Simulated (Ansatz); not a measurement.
Reaction (redistribution): `C[Se]B[SiH3]` + `C[SiH2]OP` → `C[SiH2]OB[SiH3]` + `C[Se]P`

Calculated with Ansatz (gas phase, PBE0-D4/def2-TZVP geometries, no zero-point term in ΔE). CBS: MP2 limit from def2 TZ/QZ plus the TZ coupled-cluster correction, frozen cores. Functionals use def2-TZVPP. For Se outer-core shells are correlated without core-valence functions, which leaves a few kJ/mol of doubt a bond. Scalar relativity is left out up to krypton. One conformer a species, not always the lowest.

```json
{"level": "PBE-D4", "ΔE (kcal/mol)": "-14.2"}
{"level": "HF/def2-TZVPP", "ΔE (kcal/mol)": "-15.7"}
{"level": "SCS-MP2/def2-TZVPP", "ΔE (kcal/mol)": "-13.0"}
{"level": "CCSD/def2-TZVPP", "ΔE (kcal/mol)": "-13.3"}
{"level": "CCSD(T)/def2-TZVPP", "ΔE (kcal/mol)": "-12.9"}
{"level": "SCS-MP2/def2-QZVPP", "ΔE (kcal/mol)": "-13.1"}
{"level": "MP2/CBS(def2)", "ΔE (kcal/mol)": "-13.0"}
{"level": "CCSD/CBS(def2)", "ΔE (kcal/mol)": "-13.6"}
```

(1) What does CCSD(T)/CBS give? (Estimate.)

Largest T1 diagnostic among the species: 0.014.

## Answers

(1) The calculation gave: -13.1 kcal/mol. The listed levels differ from it by -1.1, -2.6, 0.1, -0.2, 0.2, 0.0, 0.1, -0.5 kcal/mol.

In def2-TZVPP, CCSD(T) changes the Hartree–Fock value by +2.8 kcal/mol (the triples alone add +0.5 kcal/mol) and MP2 by +3.0 kcal/mol.
